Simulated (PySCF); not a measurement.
Static response to an electric field

C₉H₁₁F₃.
Cartesian coordinates in Å at the PBE0-D3(BJ)/def2-SVP level; atoms count from 1:
```
atom  x, y, z in Å
C1     0.5953    0.4447    3.1378
C2     0.7592   -0.5628    2.2732
C3     1.6761   -1.7214    2.5226
C4     0.0230   -0.5887    0.9839
C5    -0.9928    0.4472    0.4449
C6    -0.8892   -0.6433   -0.6373
C7    -1.6234   -0.6844   -1.9399
F8    -1.3816    0.4112   -2.6668
F9    -1.2572   -1.7439   -2.6700
F10   -2.9452   -0.7617   -1.7535
C11   -0.9555   -1.6937    0.4840
C12    0.6373   -0.6158   -0.4482
H13    1.1335    0.4730    4.0893
H14   -0.0826    1.2745    2.9209
H15    2.1839   -1.6369    3.4931
H16    1.1205   -2.6737    2.5044
H17    2.4448   -1.7903    1.7350
H18   -1.9536    0.5179    0.9765
H19   -0.5925    1.4371    0.1793
H20   -0.5199   -2.6782    0.2561
H21   -1.9107   -1.7770    1.0236
H22    1.1804   -1.5272   -0.7400
H23    1.1572    0.2987   -0.7708
```

Level: PBE0/def2-SVPD (PySCF), static field, nuclei fixed, core orbitals frozen in the response. The polarisability tensor in these axes (au):

```
x    96.67  -4.00  10.27
y    -4.00 101.14   8.13
z    10.27   8.13 114.80
```

Problem. What are the eigenvalues, a third of the trace, and Δα (Δα² = ½Σ(αi − αj)² over the three pairs)?

Solution. Principal values 88.00, 103.38 and 121.24 au; mean 104.21 au = 15.44 Å³ = 17.18 × 10⁻⁴⁰ C²·m²/J; Δα = 28.81 au (28 % of the mean).

Problem. What is the dipole moment, and where does it point?

Solution. (1.48, -0.26, 2.23) D, 2.69 D in size, pointing from the negative to the positive side. Measured along this direction, the outermost atoms are F8 and F10 at the negative end and H15 at the positive end.

Problem. Orientational against electronic polarisability at 273 K (dilute gas, rigid molecules)?

Solution. In Gaussian units μ²/3kT = 64.13 Å³ against 15.44 Å³, a ratio of 4.15; the Debye molar polarisation (4π/3)N_A(α + μ²/3kT) is 200.7 cm³/mol, leaving out the vibrational part.

Problem. Find the Langevin capture rate constant for H3+ (3.023 u) meeting this molecule (176.081 u), k = 2.342 × 10⁻⁹ cm³/s × √(α in Å³ / reduced mass in u).

Solution. The reduced mass is 2.97 u, so k = 5.34 × 10⁻⁹ cm³/s. The formula leaves out the permanent dipole, which adds to the capture rate.

Problem. What depolarisation ratio follows for Rayleigh scattering of linearly polarised light, taking the static tensor?

Solution. ρ = 3Δα²/(45ᾱ² + 4Δα²) = 2490.5/(488645 + 3320.7) = 0.00506.

Isolated species at its PBE0-D3(BJ)/def2-SVP geometry (one conformer only).

These values come from a run that also computed excited states. Hardware: Arm Neoverse V2, one thread, shared host with 96 logical CPUs at a one-minute load of 60. Cost: 3.1 min of wall time, 1.5 GiB resident at most.
